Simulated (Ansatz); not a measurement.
Calculated with Ansatz (gas phase, PBE0-D4/def2-TZVP geometries, no zero-point term in ΔE). CBS: MP2 limit from def2 TZ/QZ plus the TZ coupled-cluster correction, frozen cores. This one scheme is used for every species, atoms too. For atomizations the MP2-based limit and the directly extrapolated one differ by several kJ/mol either way, and by 10 to 25 for some Ge, Se and Sn compounds, so smaller differences from it don't rank the levels. DFT in def2-TZVPP. Open shells (•) are unrestricted, without spin–orbit coupling. Spin–orbit coupling would lower the free atoms: a little for B, C, Cl, O, Si. One conformer a species, not always the lowest.

`C[B-](Cl)(Cl)[OH+][SiH3]` → B• + C• + 2 Cl• + 7 H• + O• + Si•  (atomization)

`C[B-](Cl)(Cl)[OH+][SiH3]`:

```xyz
13

C    -1.424   -1.080   -1.022
B    -0.163   -0.145   -0.879
Cl    1.465   -1.009   -0.980
Cl   -0.212    1.381   -1.906
O    -0.115    0.418    0.640
Si    1.377    0.737    1.457
H    -1.475   -1.479   -2.037
H    -2.357   -0.536   -0.845
H    -1.379   -1.926   -0.332
H    -0.804    1.083    0.765
H     2.313    1.463    0.584
H     0.888    1.622    2.545
H     1.886   -0.527    2.008
```

```tsv
level	ΔE (kJ/mol)
ωB97X-V	4578.1
PBE0	4525.3
HF/def2-TZVPP	3425.9
CCSD/def2-TZVPP	4390.9
```

Q: What does CCSD(T)/CBS give? (An estimate is asked.)

A: Computed: +4569.0 kJ/mol. The listed levels differ from it by 9.1, -43.7, -1143.1, -178.1 kJ/mol.

Largest T1 diagnostic among the species: 0.014.

From PBE to PBE0 (25 % exact exchange), in def2-TZVPP and without D4, ΔE moves by −43.8 kJ/mol: exact exchange takes away binding that semilocal exchange gives to molecules. In def2-TZVPP, CCSD(T) changes the Hartree–Fock value by +1028.2 kJ/mol (the triples alone add +63.2 kJ/mol) and MP2 by +1111.6 kJ/mol; breaking electron pairs costs correlation energy, which Hartree–Fock lacks. At CCSD(T), def2-SVP lies −246.7 kJ/mol from the extrapolated value and def2-TZVPP −114.9 kJ/mol: correlation converges slowly with the basis, and small sets miss more of it in the bonded molecule than in its fragments.
